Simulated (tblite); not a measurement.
Compound: C3H3F6O2P.
Z-matrix (Å and degrees, GFN2-xTB geometry), rows numbered from 1:
```
O 
P   1  1.4520
O   2  1.5855  1  116.01
C   2  1.8492  1  117.91  3   126.87
C   4  1.5083  2  104.93  1   -47.96
F   5  1.3381  4  113.07  2  -158.87
F   5  1.3283  4  112.75  2    79.57
F   5  1.3477  4  110.37  2   -39.93
C   2  1.8847  1  114.51  3  -115.47
F   9  1.3356  2  112.81  1   174.12
F   9  1.3373  2  110.02  1   -66.62
F   9  1.3283  2  110.75  1    53.07
H   3  0.9627  2  112.30  1    16.38
H   4  1.0910  2  111.16  1    70.53
H   4  1.0911  2  110.85  1  -166.40
```

Calculated harmonic vibrations of the isolated species, GFN2-xTB (tblite), most abundant isotopes, no scaling. Against measured fundamentals such values can be off by several per cent, at times by over 20. One conformer, not necessarily the lowest.

Harmonic wavenumbers (cm⁻¹): 33.4, 53.1, 63.8, 74.3, 129.3, 139.3, 193.2, 211.4, 254.1, 278.9, 298.3, 328.6, 347.4, 402.7, 455.2, 470.1, 474.6, 477.2, 517.0, 592.6, 681.3, 745.2, 789.1, 834.1, 865.0, 877.9, 981.8, 1046.1, 1071.5, 1096.3, 1123.7, 1152.1, 1178.8, 1228.2, 1324.0, 1378.4, 2985.2, 2991.6, 3515.2.

A = 1566, B = 498.1, C = 481.1 MHz; mass 215.977 u (most abundant isotopes); point group C1, symmetry number 1.

Problem. Zero-point energy?

Solution. ½Σν̃ = 15830 cm⁻¹ = 45.26 kcal/mol.

Problem. Give the ideal-gas entropy at 298.15 K and 1 bar in the rigid-rotor, harmonic-oscillator model (classical rotation).

Solution. Translation 42.04, rotation 31.13, vibration 42.63: S = 115.8 cal/(mol K).

Problem. And Cp and H(298.15 K) − H(0)?

Solution. Cp = 47.13 cal/(mol K), of which vibrations give 39.18 (their classical limit is 39 R = 77.5); H(298.15 K) − H(0) = 8.79 kcal/mol without the zero-point energy, 6.42 from vibrations.

Problem. Blend soft modes into free rotors: weight 1/[1 + (100 cm⁻¹/ν̃)⁴] for the oscillator and the rest for a rotor with moment μB/(μ + B), μ = h/(8π²ν), B = 10⁻⁴⁴ kg m². What vibrational entropy results?

Solution. 38.17 cal/(mol K) in place of 42.63, which changes −T·S at 298.15 K by +1.33 kcal/mol.

Problem. How do the functions run with temperature in this model?

Solution. 
```tsv
T (K)	S (cal/(mol K))	Cp (cal/(mol K))	H − H(0) (kcal/mol)	G − H(0) (kcal/mol)	ln q(vib)
50	64.8	16.2	0.58	-2.66	1.08
100	78.4	23.8	1.58	-6.26	3.03
373.15	127.1	53.4	12.56	-34.85	13.29
500	143.9	61.3	19.87	-52.07	17.51
750	170.6	70.1	36.42	-91.53	24.90
1000	191.5	74.8	54.59	-136.88	31.22
```

q(vib) and H(0) count from the zero-point level.

Hindered rotation and anharmonicity are outside this model. Other conformers, if any are populated, would add a mixing term that is left out. The structure is chiral; the term R ln 2 for an equal mix with its mirror image is left out.
